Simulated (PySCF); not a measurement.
F₄Se, SMILES F[Se+](F)(F)F, charge +1, multiplicity 2. Atoms are numbered in the order given.

```xyz
5

Se     0.0000     0.0000     0.1986
F      0.0000     1.7422     0.5096
F      0.0000    -1.7422     0.5096
F      1.3069     0.0000    -0.8848
F     -1.3069     0.0000    -0.8848
```
Charge +1, spin multiplicity 2.

Geometry: PBE-D3(BJ)/def2-SVP.

All values below come from PBE/def2-TZVP (PySCF).

ESP charges are fitted to the potential on shells at 1.4 to 2.0 van der Waals radii. Atomic charges (e):

| atom | ESP fit | Mulliken | Mulliken spin |
|---|---|---|---|
| Se1 | 1.09 | 1.21 | 0.31 |
| F2 | -0.02 | -0.05 | 0.30 |
| F3 | -0.02 | -0.05 | 0.30 |
| F4 | -0.02 | -0.05 | 0.05 |
| F5 | -0.02 | -0.05 | 0.05 |

Problem. Give the Mayer and Wiberg (Löwdin basis) orders of the bonds. (An estimate is asked for; the answer gives what the named calculation found.)

Solution. 
| bond | Mayer | Wiberg |
|---|---|---|
| Se1–F2 | 1.05 | 1.54 |
| Se1–F3 | 1.05 | 1.54 |
| Se1–F4 | 1.18 | 1.64 |
| Se1–F5 | 1.18 | 1.64 |
